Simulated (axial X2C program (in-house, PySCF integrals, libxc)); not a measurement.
Low determinants of TaSi⁺ at the PBE0 level, spin-free

Calculated with an in-house relativistic program for diatomic molecules. Spin-free means the one-electron spin-free X2C Hamiltonian. Basis: Ta dyall-cv3z [13s14p9d7f4g], Si dyall-v3z [8s7p2d1f] (cores contracted in-house); Gaussian nuclei, density fitting, unrestricted open shells. Masses: Ta 180.948 u, Si 27.977 u.

Search at 2.452 Å (vertical energies from the lowest determinant):

```tsv
ΔE (eV)	state	electrons beyond evenly filled partner blocks	electrons in σ, π, δ, φ
0.00	M_S = 2, Λ = 2	σα, π+α, π-α, δ+α	35 34 13 4
0.47	M_S = 3, Λ = 0	2 × σα, π+α, π-α, δ+α, δ-α	34 34 14 4
0.52	M_S = 2, Λ = 0	π+α, π-α, δ+α, δ-α	34 34 14 4
0.69	M_S = 2, Λ = 3	2 × σα, π+α, π+β, π-α, δ+α	34 35 13 4
0.69	M_S = 2, Λ = 1	2 × σα, π+α, π-α, π-β, δ+α	34 35 13 4
0.73	M_S = 1, Λ = 1	π+α, π-α, π-β, δ+α	34 35 13 4
0.73	M_S = 1, Λ = 3	π+α, π+β, π-α, δ+α	34 35 13 4
```

Lowest determinant, M_S = 2, Λ = 2 (beyond evenly filled blocks: σα, π+α, π-α, δ+α): Re = 2.447 Å, ωe = 378.8 cm⁻¹.

The determinant in row 2 of the search, M_S = 3, Λ = 0 (beyond evenly filled blocks: 2 × σα, π+α, π-α, δ+α, δ-α), was followed along the bond at PBE0; measured from the minimum of the lowest determinant it gives:

Te = 0.469 eV (3785 cm⁻¹), Re = 2.433 Å, ωe = 362.1 cm⁻¹.

Q: Compare the bond of the determinant in row 2 with that of the lowest one.

A: At PBE0 its Re is 0.014 Å shorter and its force constant, which goes as ωe², is 0.91 times that of the lowest determinant. T0 ≈ Te + Δωe/2 = 3785 + (-8) = 3777 cm⁻¹.

The search compares states at one distance, so a state with another bond length can lie lower; it is not exhaustive and yields mostly the lowest determinant of each block pattern, so other components and higher states of one pattern are missing. These are energies of single determinants, not of spin-adapted states; PBE0 term energies can be off by some tenths of an eV, and the functional has no current term. The lowest determinant need not be the ground state where others lie within half an eV. Spin–orbit coupling is large for these atoms, so the spin-free order is a model.
